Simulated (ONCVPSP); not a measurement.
**calcium, ONCV: configuration errors across variants**

ONCVPSP 4.0.1 input, shortened (lines: element, Z, core and valence counts, functional; n l f; lmax; l rc ep ncon nbas qcut; lloc lpopt rc5 dvloc0; l nproj debl; icmod fcfact rcfact), PBE, scalar-relativistic:

```
  Ca 20.00    5    1        4      upf
    1    0    2.00
    2    0    2.00
    2    1    6.00
    3    0    2.00
    3    1    6.00
    4    0    2.00
    2
    0    3.00    0.00    4    7    2.00
    1    3.00    0.25    4    8    3.10
    2    2.25    0.34    4    8    4.90
    4    5    2.05    6.00
    0    3    2.40
    1    2    2.60
    2    2    3.60
    3    4.00    1.35
```

In the p channel the program set the typed energies aside and used 0.050, 2.650 Ha. In the d channel the program set the typed energies aside and used -0.072, 3.528 Ha.

All-electron excitation energies from the reference (eV): (1) 4s1 6.309; (2) 4s1.5 2.504; (3) 4s1 4p1 2.422; (4) 3d1 4s0 7.689.

A true bound ghost makes a file unfit for plane-wave use even where its test errors are small: the radial tests pick states by their node count and pass the ghost by.

Errors AE − PS in meV (a dash: test not solved or not reliable):

| change | (1) | (2) | (3) | (4) | bound ghosts | GHOST(+) flags above zero |
| --- | --- | --- | --- | --- | --- | --- |
| base | -8.9 | -1.9 | -0.8 | +335 | none | p |
| local potential polynomial inside 2.05 bohr (lpopt 5, dvloc0 -2 Ha) | -8.9 | -1.9 | -0.1 | +335 | none | s, p |
| local potential polynomial inside 2.05 bohr (lpopt 5, dvloc0 -1.5 Ha) | -8.9 | -1.9 | -0.1 | +335 | none | s, p |
| local potential polynomial inside 2.05 bohr (lpopt 5, dvloc0 0 Ha) | -8.9 | -1.9 | -0.2 | +335 | none | s, p |
| local potential polynomial inside 2.05 bohr (lpopt 5, dvloc0 1.5 Ha) | -8.9 | -1.9 | -0.2 | +335 | none | s, p |
| local potential polynomial inside 2.05 bohr (lpopt 5, dvloc0 3 Ha) | -8.9 | -1.9 | -0.3 | +335 | none | s |
| local potential polynomial inside 2.05 bohr (lpopt 5, dvloc0 4.5 Ha) | -8.9 | -1.9 | -0.4 | +335 | none | s |
| local potential polynomial inside 2.05 bohr (lpopt 5, dvloc0 5.5 Ha) | -8.9 | -1.9 | -0.6 | +335 | none | p |
| local potential polynomial inside 2.05 bohr (lpopt 5, dvloc0 6.5 Ha) | -9.0 | -1.9 | -1.2 | +335 | p | s |
| local potential polynomial inside 2.05 bohr (lpopt 5, dvloc0 7.5 Ha) | -8.9 | -1.9 | +4.5 | +335 | none | s |

(1) Give the same row for: local potential polynomial inside 2.05 bohr (lpopt 5, dvloc0 9.5 Ha).

Answers

(1) -8.9, -1.9, +0.2, +335; bound ghosts: none; GHOST(+) flags above zero: p.
